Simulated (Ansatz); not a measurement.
Geometry optimisation, RKS PBE0/6-31G* (Ansatz 0.2.0).

The input (input.yaml):

```yaml
crystal:
  periodic: [false, false, false]
  atoms:
    - { symbol: Al, position_ang: [-0.08469, -0.403621, 0.101468] }
    - { symbol: H, position_ang: [-0.39542, -0.359627, 1.639052] }
    - { symbol: O, position_ang: [1.556722, -0.321852, -0.349641] }
    - { symbol: H, position_ang: [1.835508, -0.301796, -1.269919] }
    - { symbol: O, position_ang: [-1.273296, -0.62881, -1.105638] }
    - { symbol: H, position_ang: [-2.204467, -0.697278, -0.875679] }
    - { symbol: S, position_ang: [-0.027432, 2.713654, 1.593031] }
    - { symbol: H, position_ang: [1.30706, 2.642353, 1.436484] }
    - { symbol: H, position_ang: [-0.095487, 1.429476, 2.093842] }
basis:
  gaussian: { orbitals: "6-31G*" }
hamiltonian:
  xc: pbe0
relax:
  f_tol: 0.03
  max_steps: 50
```

Command:

```bash
$ ansatz run input.yaml --threads 1 --pin off --max-ram 2048MiB --backend cpu --events-out ev --progress --plain --runs-dir out
```

Where does it end, and by what steps?

The run converged. The force dipped under the threshold on the way, but the program's further checks kept it going. After 31 steps the energy has fallen by 0.405 eV; H8 moved furthest, 1.43 Å. Joined: Al1–S7 (3.46 → 2.58 Å).

```
step  energy less start (eV)  largest force component (eV/Å)  accepted
   0                  0.0000                           0.851       yes
   2                 -0.0964                           0.645       yes
   4                 -0.2189                           1.006       yes
   6                 -0.3498                           0.535       yes
   8                 -0.3651                           0.262       yes
  10                 -0.3758                           0.179       yes
  12                 -0.3788                           0.226       yes
  14                 -0.3829                           0.085       yes
  16                 -0.3790                           0.683        no
  18                 -0.3884                           0.316       yes
  20                 -0.3928                           0.040       yes
  22                 -0.3962                           0.249       yes
  24                 -0.3999                           0.104       yes
  26                 -0.4034                           0.087       yes
  28                 -0.4043                           0.013       yes
  30                 -0.4046                           0.059       yes
  31                 -0.4048                           0.013       yes
```

```xyz
9
Properties=species:S:1:pos:R:3
Al -0.108 -0.351 0.361
H -0.686 -1.223 1.562
O 1.600 -0.335 0.108
H 1.903 -0.262 -0.803
O -1.073 0.055 -1.017
H -1.958 -0.316 -1.073
S -0.247 1.959 1.510
H 0.255 2.635 0.461
H 0.934 1.910 2.154
```

Whether the end is a true minimum wasn't checked by a vibrational analysis.

The run took 77 s on 1 thread of Intel(R) Xeon(R) 6975P-C (Granite Rapids), with other jobs on the host, peak memory 0.17 GiB.
